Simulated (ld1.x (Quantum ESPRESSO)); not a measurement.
Sb, TM: configuration errors across variants

- Element: antimony (Sb)
- Generator: ld1.x (Quantum ESPRESSO) 7.5
- Type: norm-conserving Troullier–Martins (Kleinman–Bylander form)
- Functional: PBE
- Relativity: fully relativistic
- Frozen core: [Kr] 4d10
- Valence charge: 5
- Reference configuration: 5s2 5p2.5 (charge +0.5)
- Partial waves: 5s (bound): rc 1.90 bohr; 5p (bound): rc 2.10 bohr; 5d channel at 0.35 Ry: rc 2.10 bohr
- Local potential: all-electron potential smoothed inside 2.00 bohr (lloc = -1)
- Core correction: a·sin(br)/r model core inside 1.50 bohr

Open shells are filled in proportion to 2j + 1 (rel_dist='average').

All-electron excitation energies from the reference (eV): (1) 5s2 5p3 -3.270; (2) 5s2 5p2 5.064; (3) 5s2 5p1 21.052; (4) 5s0 5p5 13.107; (5) 5s1 5p0 89.782; (6) 5s1 5p4 4.816; (7) 5s2 5p3.3 -4.433.

2 further variants failed, have other tests or too few solved ones, and are left out.

A true bound ghost makes a file unfit for plane-wave use even where its test errors are small: the radial tests pick states by their node count and pass the ghost by.

Errors AE − PS in meV (a dash: test not solved or not reliable):

| change | (1) | (2) | (3) | (4) | (5) | (6) | (7) | bound ghosts |
| --- | --- | --- | --- | --- | --- | --- | --- | --- |
| base | -0.1 | -0.6 | -14 | -41 | -361 | -9.5 | +0.1 | none |
| type ultrasoft; waves now 5s (bound): rcut 1.65, rcutus 1.90 bohr; 5s channel at 3.2 Ry: rcut 1.65, rcutus 1.90 bohr; 5p (bound): rcut 1.85, rcutus 2.10 bohr; 5p channel at 0.65 Ry: rcut 1.85, rcutus 2.10 bohr; 5d channel at 0.35 Ry: rcut 1.85, rcutus 2.10 bohr; 5d channel at 1.2 Ry: rcut 1.85, rcutus 2.10 bohr; local potential all-electron potential smoothed inside 1.95 bohr (lloc = -2); augmentation built from norm-conserving waves at rcut, not smoothed further | -0.8 | -1.7 | -27 | -43 | -457 | -9.3 | -1.5 | d5/2, d3/2 |
| local potential the d channel | -1.1 | -2.0 | -28 | -49 | – | -10 | -2.3 | s, p3/2, p1/2 |
| core correction none | +0.3 | +0.2 | +5.8 | +37 | +348 | +8.6 | +0.8 | none |

Question: Give the same row for: wave 5p (bound): rc 2.10 bohr becomes 5p (bound): rc 2.98 bohr.

Answer: 0.0, -0.8, -22, -0.6, -474, -0.3, +0.4; bound ghosts: none.
